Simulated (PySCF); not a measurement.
`c1(N)ccc(C(C)=O)cc1`, C₈H₉NO

Cartesian coordinates in Å; atom numbers follow the order of the lines, from 1:
```xyz
19

C    -3.1366    0.6500    0.1413
C    -2.1916   -0.4829   -0.1883
O    -2.6158   -1.5362   -0.6198
C    -0.7372   -0.2744    0.0286
C     0.1430   -1.3224   -0.2832
C     1.5077   -1.1965   -0.1043
C     2.0561    0.0004    0.4017
N     3.4086    0.1443    0.5475
C     1.1770    1.0544    0.7171
C    -0.1897    0.9142    0.5316
H    -2.8957    1.5494   -0.4463
H    -3.0663    0.9248    1.2053
H    -4.1605    0.3296   -0.0849
H    -0.2898   -2.2466   -0.6728
H     2.1738   -2.0262   -0.3569
H     3.7515    0.9043    1.1170
H     3.9851   -0.6847    0.5352
H     1.5818    1.9913    1.1091
H    -0.8394    1.7537    0.7887
```

Computed, not measured: PySCF, quadratic response CAM-B3LYP/aug-cc-pVDZ first hyperpolarisability, Taylor convention, gas phase. Geometry: PBE0-D3(BJ)/def2-SVP.

**Question.** Give the tensor of the static β(0;0,0) in the axes of these coordinates.

**Answer.** In au, Taylor convention; rows are the first index (the induced dipole):
|  | xx | yy | zz | xy | xz | yz |
| --- | --- | --- | --- | --- | --- | --- |
| x | +1107.1 | -61.7 | -17.7 | +132.2 | +156.9 | +5.3 |
| y | +132.2 | -73.2 | -28.1 | -61.7 | +5.3 | -16.2 |
| z | +156.9 | -16.2 | -42.5 | +5.3 | -17.7 | -28.1 |

Norm of βᵢ = ⅓ Σⱼ (βᵢⱼⱼ + βⱼᵢⱼ + βⱼⱼᵢ): 1032.8 au, hyper-Rayleigh value 460.7 au.
